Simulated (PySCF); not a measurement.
## Atomic charges by several schemes

Species: (H3Si)2NMe, CH₉NSi₂.
Geometry (PBE0-D3(BJ)/def2-SVP, Å), atoms numbered from 1 in this order:
```xyz
13
CH9NSi2 angstrom
Si     0.294    1.681    0.134
H      1.114    1.994    1.350
H      1.054    2.093   -1.080
H     -0.975    2.468    0.248
N     -0.091   -0.015   -0.004
C     -0.985   -0.580    1.001
Si     0.674   -1.124   -1.112
H      1.681   -2.016   -0.449
H      1.362   -0.333   -2.173
H     -0.369   -2.014   -1.714
H     -1.513   -1.465    0.607
H     -1.761    0.148    1.293
H     -0.457   -0.890    1.922
```

Density: PBE0/pcSseg-1 (PySCF); schemes: Mulliken, IAO, Hirshfeld and ESP-fitted. Geometry: PBE0-D3(BJ)/def2-SVP; no solvent, vibrations or thermal averaging.

Q: Tabulate the Mulliken, IAO, Hirshfeld and ESP-fitted charges.

A: In e; atoms taken as equivalent share a row and are averaged (×n: the atom named and its like, n in all):

```csv
atom,environment,Mulliken,IAO,Hirshfeld,ESP-fitted
Si1/Si7,silicon bonded to N and 3 H,+0.620,+0.719,+0.340,+0.414
H2 (×6),hydrogen on Si1,-0.100,-0.132,-0.081,-0.097
N5,nitrogen bonded to C and 2 Si,-0.936,-0.762,-0.259,-0.309
C6,carbon bonded to N and 3 H,-0.074,-0.294,-0.062,-0.351
H11/H12/H13,hydrogen on C6,+0.122,+0.136,+0.043,+0.139
```

Mean size of the charges over all atoms: IAO 0.284 e, Mulliken 0.247 e, ESP-fitted 0.191 e, Hirshfeld 0.124 e. Each set sums to the total charge, 0, to within 0.001 e. The IAO scheme counts the electrons in orthogonalised intrinsic atomic orbitals, a minimal basis polarised so that it spans the occupied orbitals exactly. The ESP scheme is a least-squares fit of atom-centred charges to the potential on four shells outside the van der Waals surface, with the total charge fixed.

Some averages cover members that differ in this geometry: H2 (×6), IAO -0.146 to -0.116 e.

Lowest charge. The schemes don't all agree: Mulliken N5 (-0.936); IAO N5 (-0.762); Hirshfeld N5 (-0.259); ESP-fitted C6 (-0.351).

Highest charge. All schemes agree: Mulliken Si1/Si7 (+0.620); IAO Si1/Si7 (+0.719); Hirshfeld Si1/Si7 (+0.340); ESP-fitted Si1/Si7 (+0.414).

Q: How many electrons does the IAO scheme count on C6?

A: Z − q = 6 − (-0.294) = 6.294.

Q: How closely do the schemes follow one another over all atoms?

A: Correlation coefficient and root-mean-square difference: IAO with Hirshfeld 0.98, 0.221 e; Mulliken with IAO 0.97, 0.090 e; IAO with ESP-fitted 0.95, 0.176 e; Mulliken with Hirshfeld 0.94, 0.221 e; Hirshfeld with ESP-fitted 0.93, 0.099 e; Mulliken with ESP-fitted 0.86, 0.207 e.

Q: Sum the charges by element, for elements with more than one atom.

A: 
```csv
element,atoms,Mulliken,IAO,Hirshfeld,ESP-fitted
Si,2,+1.241,+1.438,+0.681,+0.829
H,9,-0.231,-0.383,-0.360,-0.169
```

The run behind these numbers computed NMR shieldings as well. Time: 34 s (with the writing of density and orbital grids); peak memory 0.63 GiB. Hardware: one thread of an Intel Xeon at 2.70 GHz, shared host with 64 logical CPUs at a one-minute load of 62.
